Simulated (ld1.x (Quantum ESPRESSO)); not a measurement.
# An all-electron radial function and its pseudo partner (silver (Ag))

Columns: radius, all-electron u(r) and pseudo u(r) of the 4p shell (level -59.72 eV) of silver in the configuration [Ar] 3d10 4s2 4p6 4d10 5s0.5 5p0.5; LDA (PZ), scalar-relativistic, TM scheme, ld1.x (Quantum ESPRESSO) 7.5.

| r (bohr) | all-electron | pseudo |
| --- | --- | --- |
| 0.082 | 0.3846 | 0.0205 |
| 0.165 | -0.2073 | 0.0817 |
| 0.248 | -0.6053 | 0.1803 |
| 0.330 | -0.5190 | 0.3087 |
| 0.413 | -0.1575 | 0.4620 |
| 0.495 | 0.2620 | 0.6256 |
| 0.578 | 0.6306 | 0.7893 |
| 0.660 | 0.8948 | 0.9332 |
| 0.742 | 1.0564 | 1.0435 |
| 0.825 | 1.1309 | 1.1089 |
| 0.908 | 1.1378 | 1.1235 |
| 0.990 | 1.0987 | 1.0931 |
| 1.072 | 1.0308 | 1.0296 |
| 1.155 | 0.9460 | 0.9459 |
| 1.238 | 0.8543 | 0.8543 |
| 1.320 | 0.7632 | 0.7632 |
| 1.402 | 0.6754 | 0.6754 |
| 1.485 | 0.5925 | 0.5925 |
| 1.568 | 0.5165 | 0.5165 |
| 1.650 | 0.4490 | 0.4490 |
| 1.733 | 0.3880 | 0.3880 |
| 1.815 | 0.3349 | 0.3349 |
| 1.898 | 0.2877 | 0.2877 |
| 1.980 | 0.2470 | 0.2470 |
| 2.062 | 0.2117 | 0.2117 |
| 2.145 | 0.1808 | 0.1808 |

Q: How many radial nodes do the two functions have?

A: The all-electron 4p function has n − l − 1 = 2; the pseudo-wave has 0, since the states of the same l below it are removed with the core.

Q: At about which radius was the pseudo-wave matched?

A: 1.25 bohr. The columns agree to 0.0005 from 1.16 bohr on; several derivatives are matched, so the curves merge somewhat inside the radius.

Q: Where does each function peak?

A: Outermost all-electron maximum near 0.91 bohr, pseudo maximum near 0.91 bohr (to the table’s step).

Q: Is the pseudo-wave norm-conserving?

A: Yes: the TM scheme keeps the norm inside the radius equal to the all-electron one, which fixes the energy derivative of the logarithmic derivative at the level.
